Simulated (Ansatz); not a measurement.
Born–Oppenheimer molecular dynamics of C$_{2}$H$_{9}$NOSi (14 atoms, charge 0, multiplicity 1). It starts from a relaxed structure.

These are results of RKS CAM-B3LYP/STO-3G in Ansatz 0.2.0, not measurements.

```json
{
 "ensemble": "NVE (velocity Verlet)",
 "time step": "0.5 fs",
 "steps asked": "250",
 "starting velocities drawn for": "200 K",
 "seed": "584733"
}
```

First frame:

```xyz
14
Properties=species:S:1:pos:R:3
Si -0.045 -0.017 -0.005
N 0.128 -0.214 1.706
H 0.483 -1.123 2.054
H 0.609 0.541 2.226
O 1.437 0.130 -0.847
C 2.257 -1.060 -0.736
H 1.789 -1.964 -1.179
H 3.199 -0.874 -1.284
H 2.532 -1.313 0.310
H -0.682 1.250 -0.252
C -1.050 -1.459 -0.637
H -2.077 -1.395 -0.267
H -1.089 -1.467 -1.730
H -0.641 -2.418 -0.309
```

(1) How far do the bonds stretch over the last three quarters of this one trajectory? (Pairs bonded in most of those frames.)

## Answers

(1) 
| bond | mean (Å) | spread (Å) | shortest | longest |
| --- | --- | --- | --- | --- |
| Si1–N2 | 1.725 | 0.017 | 1.70 | 1.75 |
| Si1–O5 | 1.710 | 0.025 | 1.66 | 1.75 |
| Si1–H10 | 1.443 | 0.015 | 1.42 | 1.47 |
| Si1–C11 | 1.869 | 0.011 | 1.85 | 1.89 |
| N2–H3 | 1.032 | 0.009 | 1.01 | 1.05 |
| N2–H4 | 1.033 | 0.016 | 1.00 | 1.06 |
| O5–C6 | 1.450 | 0.031 | 1.40 | 1.50 |
| C6–H7 | 1.111 | 0.005 | 1.10 | 1.12 |
| C6–H8 | 1.106 | 0.013 | 1.09 | 1.13 |
| C6–H9 | 1.110 | 0.005 | 1.10 | 1.12 |
| C11–H12 | 1.094 | 0.011 | 1.07 | 1.11 |
| C11–H13 | 1.094 | 0.016 | 1.07 | 1.12 |
| C11–H14 | 1.094 | 0.013 | 1.07 | 1.12 |

Mean temperature of the second half: 90 K. The conserved energy stayed within 0.12 meV per atom of its start (net change 0.079 meV per atom), so the integration is sound. Over the second half the temperature averaged 0.45 of the 200 K drawn at the start: a run that starts near a minimum puts about half its kinetic energy into the potential. A run of 0.12 ps of so small a system gives no equilibrium averages. Limits of this set-up: minimal basis.

Time of the run: 4.8 min on 1 thread of AMD EPYC 9R45 96-Core Processor (Zen 5) (shared host), peak memory 0.13 GiB.
